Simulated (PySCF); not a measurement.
Structure problem from calculated spectra and properties.

Formula: C4H12Si3.

* 13C NMR: chemical shifts (computed TMS as zero) by class: 155.1 (1 C), 154.3 (1 C), -2.2 (2 C) ppm [GIAO PBE0/pcSseg-1]
* Rotational structure: rotational constants A, B, C: 4.691, 0.445, 0.429 GHz [GFN2-xTB]
* UV, first state: lowest singlet excitation: 5.41 eV (229 nm, f = 0.002) [TDDFT CAM-B3LYP/def2-SVPD]
* UV, strongest line: among the 8 lowest singlet transitions: S5 at 6.44 eV (193 nm, f = 0.284) [TDDFT CAM-B3LYP/def2-SVPD]
* Polarisability: 136.4 au [CAM-B3LYP/def2-SVPD]
* Dipole: 0.26 D [CAM-B3LYP/def2-SVPD]

The electronic properties come from PySCF, for the isolated species, density fitting. Levels stand in brackets. Isolated species at its GFN2-xTB geometry (one conformer only). Each NMR value is the plain mean over a class of atoms that symmetry, rotation or inversion makes alike.

Problem. What is the compound? Reason from the data.

Solution. Numbering: `[SiH3:1]/[CH:2]=[CH:3]/[SiH2:4][SiH:5]1[CH2:6][CH2:7]1`. Its formula, C4H12Si3, gives 2 degrees of unsaturation: 1 ring and 1 π bond in the structure found. 4 carbons fall into 3 classes; from least to most shielded: alkene CH carbon [C3] (155.1 ppm), alkene CH carbon [C2] (154.3 ppm), ring sp3 carbon bound to silicon [C6/C7] (-2.2 ppm, 2 C). The optimised geometry has point group C1 and is an asymmetric top. Structure: `[SiH3]/C=C/[SiH2][SiH]1CC1`. Computed isomers that give other values at the same levels: `C#C[SiH2][SiH2][C@@H](C)[SiH3]` (13C chemical shifts (computed TMS as zero) by class: 106.9 (1 C), 85.4 (1 C), 17.8 (1 C), -0.5 (1 C) ppm); `C=C[Si@H]1[SiH2][C@H](C)[SiH2]1` (13C chemical shifts (computed TMS as zero) by class: 145.7 (1 C), 139.2 (1 C), 21.6 (1 C), 7.5 (1 C) ppm); `[SiH3]C#C[SiH2]CC[SiH3]` (13C chemical shifts (computed TMS as zero) by class: 118.4 (1 C), 114.0 (1 C), 10.8 (1 C), 5.7 (1 C) ppm). The assignments are read from this structure; whether some other isomer fits the data as well wasn't checked.

Shape of the structure used: `[SiH3:1]/[CH:2]=[CH:3]/[SiH2:4][SiH:5]1[CH2:6][CH2:7]1`: C2–C3–Si4–Si5 128°, C3–Si4–Si5–C6 -144°.
